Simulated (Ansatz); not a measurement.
Z-matrix (Å, degrees):
```
N
H 1 1.0221
H 1 1.0221 2 106.88
H 1 1.0221 2 106.88 3 114.15
Si 1 1.8955 2 111.95 3 -122.92
H 5 1.4719 1 102.29 2 60.00
H 5 1.4719 6 115.59 1 -110.24
H 5 1.4719 6 115.59 7 -139.51
```
Charge +1, spin multiplicity 1.

Computed with frozen-core CCSD(T)/cc-pVTZ // PBE0-D4/def2-TZVP (Ansatz, a first-principles code).

```json
{
  "HF energy": "-346.70041 Ha",
  "MP2 correlation energy": "-0.34667 Ha"
}
```

Estimate the CCSD correlation energy, the (T) correction, the total energy and the T1 diagnostic.


| Property | Value |
|---|---|
| CCSD correlation energy | -0.38128 Ha |
| (T) correction | -0.01109 Ha |
| CCSD(T) total energy | -347.09278 Ha |
| T1 diagnostic | 0.008 |
